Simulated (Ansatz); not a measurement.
Cost and result for the atomization energy of B$_{2}$FH$_{5}$Si (`FBB[SiH3]`) (9 atoms, 8 bonds).

```xyz
9

F     1.4202    1.7650   -1.4872
B     1.5068    0.7762   -0.6051
B     0.4068   -0.4637   -0.4755
Si   -1.2438   -0.3622    0.6724
H     2.4405    0.8272    0.1630
H     0.5839   -1.5094   -1.0352
H    -1.4529   -1.6063    1.4628
H    -1.2868    0.8006    1.5986
H    -2.3747   -0.2274   -0.2937
```

The species carries charge 0 and has multiplicity 1. Geometry: relaxed with PBE0-D4/def2-TZVP. It is one conformer, not always the lowest. Program: Ansatz. All runs use 2 threads of an Arm Neoverse V1 on a shared host. Times are those of one run each, without the atoms' runs, and a repeat can differ threefold. Electronic energies, without spin–orbit coupling; frozen cores. CCSD(T)/CBS adds CCSD(T) − MP2 in def2-TZVPP to the MP2 limit, and its time is that of the two runs behind it. T1 = 0.014. B3LYP takes the VWN-RPA correlation (the form of Gaussian; ORCA's B3LYP/G). HSE06 is the plane-wave form, built on full-range PBE exchange.

CCSD(T)/CBS is a level of theory with its own doubt, some kJ/mol a heavy atom from the limit and from the frozen cores, so smaller differences don't rank the functionals.

| level | functions | atomization (kJ/mol) | difference from CCSD(T)/CBS | per bond |
| --- | --- | --- | --- | --- |
| CCSD(T)/def2-TZVPP | 205 | 2924.3 | -63.4 | -7.9 |
| HSE06-D4/def2-TZVPP | 205 | 3000.9 | 13.2 | 1.7 |
| CCSD(T)/def2-SVP | 85 | 2853.6 | -134.1 | -16.8 |
| r2SCANh-D4/def2-TZVPP | 205 | 3013.1 | 25.4 | 3.2 |
| B97M-V/def2-TZVPP | 205 | 3037.3 | 49.6 | 6.2 |
| B3LYP-D4/def2-TZVPP (with forces) | 205 | 3017.8 | 30.1 | 3.8 |
| revPBE-D4/def2-TZVPP | 205 | 2965.3 | -22.4 | -2.8 |
| CAM-B3LYP-D4/def2-TZVPP | 205 | 3033.3 | 45.6 | 5.7 |
| BHLYP-D4/def2-TZVPP | 205 | 2968.4 | -19.3 | -2.4 |
| MP2/def2-QZVPP | 391 | 2993.5 | 5.8 | 0.7 |
| CCSD(T)/CBS(def2) | – | 2987.7 | 0.0 | 0.0 |
| PBE-D4/def2-TZVPP (with forces) | 205 | 3027.5 | 39.8 | 5.0 |
| PBE-QIDH/def2-TZVPP | 205 | 2985.6 | -2.1 | -0.3 |

(1) Order the runs by time, with rough figures. (An estimate is asked.)

Results:

(1) Computed: revPBE-D4/def2-TZVPP 2.2 s; PBE-D4/def2-TZVPP (with forces) 2.7 s; CCSD(T)/def2-SVP 2.8 s; HSE06-D4/def2-TZVPP 3 s; BHLYP-D4/def2-TZVPP 3.1 s; CAM-B3LYP-D4/def2-TZVPP 3.4 s; B3LYP-D4/def2-TZVPP (with forces) 4.3 s; r2SCANh-D4/def2-TZVPP 4.7 s; PBE-QIDH/def2-TZVPP 6 s; B97M-V/def2-TZVPP 11 s; MP2/def2-QZVPP 20 s; CCSD(T)/def2-TZVPP 70 s; CCSD(T)/CBS(def2) 90 s.

From BLYP to BHLYP (50 % exact exchange), in def2-TZVPP and without D4, the atomization energy moves by −15.5 kJ/mol: exact exchange takes away binding that semilocal exchange gives to molecules. The D4 term adds +22.1 kJ/mol with B3LYP and +11.6 kJ/mol with PBE0; it sums over pairs of atoms, weighted by their polarisabilities, and B3LYP, whose exchange is more repulsive, gets the larger term. At CCSD(T), def2-SVP lies −134.1 kJ/mol from the extrapolated value and def2-TZVPP −63.4 kJ/mol: correlation converges slowly with the basis, and small sets miss more of it in the bonded molecule than in its fragments.
